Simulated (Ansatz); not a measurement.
Species: difluoro(dimethyl)germane, C2H6F2Ge, net charge 0, singlet state. SMILES: [CH3][Ge]([CH3])([F])[F]
Coordinates optimised at B3LYP-D3(BJ)/def2-TZVP (Ansatz, a first-principles code):
```xyz
11

C      1.7168    -0.8963    -0.2090
Ge     0.0006    -0.0193    -0.0034
C     -1.6619    -1.0085    -0.1233
F      0.0121     0.8091     1.5363
F     -0.0722     1.2792    -1.1719
H      1.7847    -1.3578    -1.1936
H      2.5071    -0.1546    -0.1049
H      1.8392    -1.6616     0.5566
H     -2.4934    -0.3207     0.0220
H     -1.7489    -1.4751    -1.1039
H     -1.6945    -1.7789     0.6463
```
Charge 0, spin multiplicity 1.

Wanted: atomisation energy, in kcal/mol. Set-up: atomisation electronic, to ground-state atoms; non-relativistic; dispersion terms only where a functional's name holds one; no spin-orbit coupling; UHF or UKS for open shells. First-principles rows: single points at B3LYP-D3(BJ) geometries (Ansatz).

```tsv
species	coefficient	E at HF/3-21G (Ansatz), Eh	E at PBE0/def2-TZVPD (Ansatz), Eh
[CH3][Ge]([CH3])([F])[F]	-1	-2342.11980	-2356.19228
C atom	+2	-37.48107	-37.80543
F atom	+2	-98.84501	-99.67703
Ge atom	+1	-2065.31136	-2076.65536
H atom	+6	-0.49620	-0.50104
```

 1 Eh = 627.5095 kcal/mol.

Compute it at each level from the table.


- HF/3-21G: the sum of coefficient times E is 1.17908 Eh, or 739.88 kcal/mol. Result: 739.9 kcal/mol.
- PBE0/def2-TZVPD: the sum of coefficient times E is 1.56576 Eh, or 982.53 kcal/mol. Result: 982.5 kcal/mol.
